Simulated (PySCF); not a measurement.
HS₂, SMILES S[S], multiplicity 2.

Geometry optimised at r2SCAN-D4/def2-TZVP. The isomer is the one that the SMILES or the coordinates give; other isomers of the formula were not compared.

Computed with TDA-LC-ωPBE/def2-TZVPD (PySCF 2.14.0).

Vertical excitations. Isolated molecule, no solvent.

```json
[
 {"state": "root 1", "energy (eV)": "1.16", "λ (nm)": "1067", "f": "0.000", "main pairs": "β HOMO→LUMO 97 %"},
 {"state": "root 2", "energy (eV)": "4.03", "λ (nm)": "308", "f": "0.059", "main pairs": "β HOMO−1→LUMO 92 %"},
 {"state": "root 3", "energy (eV)": "4.65", "λ (nm)": "266", "f": "0.000", "main pairs": "α HOMO−1→LUMO 23 %, α HOMO−1→LUMO+5 21 %, β HOMO→LUMO+1 21 %, β HOMO→LUMO+6 20 %"},
 {"state": "root 4", "energy (eV)": "4.65", "λ (nm)": "266", "f": "0.000", "main pairs": "β HOMO−2→LUMO 93 %"},
 {"state": "root 5", "energy (eV)": "4.73", "λ (nm)": "262", "f": "0.001", "main pairs": "α HOMO→LUMO 47 %, α HOMO→LUMO+5 35 %"},
 {"state": "root 6", "energy (eV)": "5.55", "λ (nm)": "224", "f": "0.010", "main pairs": "α HOMO−1→LUMO 27 %, α HOMO−1→LUMO+5 18 %, β HOMO→LUMO+1 24 %, β HOMO→LUMO+6 17 %"},
 {"state": "root 7", "energy (eV)": "5.71", "λ (nm)": "217", "f": "0.000", "main pairs": "α HOMO→LUMO+1 52 %, α HOMO→LUMO+4 17 %, α HOMO→LUMO+8 9 %, α HOMO→LUMO 8 %"},
 {"state": "root 8", "energy (eV)": "5.95", "λ (nm)": "208", "f": "0.001", "main pairs": "α HOMO−1→LUMO+1 20 %, α HOMO−1→LUMO+4 7 %, β HOMO→LUMO+2 37 %, β HOMO→LUMO+5 13 %"},
 {"state": "root 9", "energy (eV)": "6.66", "λ (nm)": "186", "f": "0.000", "main pairs": "β HOMO−1→LUMO+1 34 %, β HOMO−1→LUMO+6 33 %, β HOMO−1→LUMO+2 6 %, β HOMO−1→LUMO+7 6 %"},
 {"state": "root 10", "energy (eV)": "6.67", "λ (nm)": "186", "f": "0.031", "main pairs": "α HOMO−1→LUMO+1 44 %, α HOMO−1→LUMO+4 10 %, β HOMO→LUMO+2 26 %, β HOMO→LUMO+5 6 %"}
]
```
Unrestricted roots are not spin-pure.
